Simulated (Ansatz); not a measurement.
Two members of one family (GaP nanocrystals, H-capped) that differ in charge, which shifts all levels, computed with Ansatz in the gas phase. Levels of anions in sets without diffuse functions are rough. The structures are stationary points that may keep the symmetry of their start.

First: Ga6P5H18⁻, cut from wurtzite (singlet, charge -1, PBE-D4/def2-SVP geometry).

```xyz
29

Ga   -2.461   -1.534    0.752
P    -0.781   -0.388    2.062
P     1.109   -2.616   -0.332
Ga    1.358   -1.299    1.666
Ga   -0.693    2.030    2.094
P     2.678    0.544    0.860
P    -1.868   -0.733   -1.436
Ga   -0.021   -1.898   -2.398
Ga   -1.948    1.649   -1.811
P    -0.294    2.438   -0.242
Ga    1.988    2.147   -0.877
H    -2.146   -3.099    0.843
H    -3.894   -0.997    1.177
H    -1.006   -0.788    3.421
H     0.521   -3.834    0.132
H     2.411   -3.140   -0.632
H     2.101   -2.101    2.814
H    -2.116    2.587    2.525
H     0.603    2.447    2.930
H     3.039    1.253    2.047
H     3.973    0.009    0.559
H    -2.947   -1.228   -2.239
H    -0.477   -3.262   -3.079
H     1.047   -0.967   -3.095
H    -3.373    2.180   -1.344
H    -1.434    1.951   -3.287
H    -0.417    3.865   -0.323
H     2.193    1.339   -2.219
H     2.855    3.444   -0.568
```

```csv
level,HOMO (eV),LUMO (eV),gap (eV)
PBE-D4/def2-SVP,-2.89,1.52,4.41
PBE-D4/def2-TZVP,-2.99,1.25,4.24
r2SCAN-D4/def2-TZVP,-3.25,1.38,4.63
PBE0-D4/def2-SVP,-3.97,2.26,6.23
PBE0-D4/def2-TZVP,-4.03,2.00,6.03
```

Second: Ga6P6H18, cut from wurtzite (singlet, charge 0, PBE-D4/def2-SVP geometry).

```xyz
30

P    -2.735    0.031    0.693
Ga   -1.316    1.878    1.358
Ga    0.196   -1.466    2.801
P     0.613    0.850    2.220
P    -0.671    2.602   -0.862
Ga    2.594    1.522    0.995
Ga   -1.842   -1.845   -0.553
P     0.156   -2.386    0.559
P    -1.124   -0.616   -2.513
Ga    0.547    1.129   -2.351
Ga    2.066   -2.217   -0.922
P     2.232    0.200   -1.004
H    -3.329   -0.494    1.880
H    -3.917    0.527    0.056
H    -2.128    2.990    2.120
H    -1.288   -1.545    3.366
H     1.455   -2.035    3.563
H     0.713    1.529    3.478
H    -1.799    3.163   -1.541
H     0.107    3.789   -0.709
H     2.396    3.046    0.589
H     3.868    0.974    1.746
H    -2.960   -2.895   -0.902
H    -0.039   -3.793    0.746
H    -2.264   -0.138   -3.237
H    -0.647   -1.572   -3.460
H     0.817    1.807   -3.746
H     3.336   -2.792   -0.185
H     1.586   -2.701   -2.360
H     3.377    0.459   -1.826
```

Question: Estimate how these quantities change from the first to the second (second minus first).

Answer: 
```
              level  Δ HOMO (eV)  Δ LUMO (eV)  Δ gap (eV)
    PBE-D4/def2-SVP        -3.21        -3.48       -0.27
   PBE-D4/def2-TZVP        -3.17        -3.51       -0.34
r2SCAN-D4/def2-TZVP        -3.17        -3.50       -0.33
   PBE0-D4/def2-SVP        -3.20        -3.46       -0.26
  PBE0-D4/def2-TZVP        -3.16        -3.49       -0.33
```
